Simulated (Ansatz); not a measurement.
C₅H₅F₃ (`FC1CC=CC1(F)F`) at its PBE0-D4/def2-TZVP geometry, where that method's forces vanish. Charge 0, multiplicity 1.

```csv
atom,x (Å),y (Å),z (Å)
F1,-0.890,0.065,1.903
C2,-0.592,0.630,0.686
C3,-1.160,-0.238,-0.432
C4,0.019,-1.043,-0.895
C5,1.168,-0.606,-0.397
C6,0.935,0.588,0.466
F7,1.619,0.561,1.626
F8,1.319,1.733,-0.179
H9,-0.952,1.660,0.692
H10,-1.979,-0.852,-0.048
H11,-1.566,0.369,-1.248
H12,-0.079,-1.872,-1.585
H13,2.159,-0.993,-0.589
```

(1) For each bond, give half the difference of the two atoms' forces along it (eV/Å; positive pushes the atoms apart) under PBE-D4, r2SCAN-D4, B3LYP-D4, ωB97M-V in def2-TZVPP. (Best estimate.)

Answers

(1) Ansatz gave: 
```csv
bond,length (Å),PBE-D4,r2SCAN-D4,B3LYP-D4,ωB97M-V
F1–C2,1.375,0.54,0.34,0.37,0.27
C2–C3,1.525,-0.03,0.05,0.13,0.08
C2–C6,1.543,-0.09,-0.07,-0.05,-0.10
C2–H9,1.092,0.04,-0.13,-0.22,-0.18
C3–C4,1.501,-0.06,0.05,0.20,0.25
C3–H10,1.093,0.11,-0.05,-0.13,-0.13
C3–H11,1.095,0.09,-0.04,-0.11,-0.14
C4–C5,1.326,0.41,0.20,0.06,-0.08
C4–H12,1.083,-0.04,-0.10,-0.17,-0.11
C5–C6,1.491,-0.22,-0.12,-0.02,0.07
C5–H13,1.081,-0.04,-0.11,-0.14,-0.10
C6–F7,1.348,0.57,0.28,0.29,0.19
C6–F8,1.369,0.58,0.33,0.33,0.16
```

B3LYP here is the variant with VWN-RPA as its local correlation; programs differ in this.
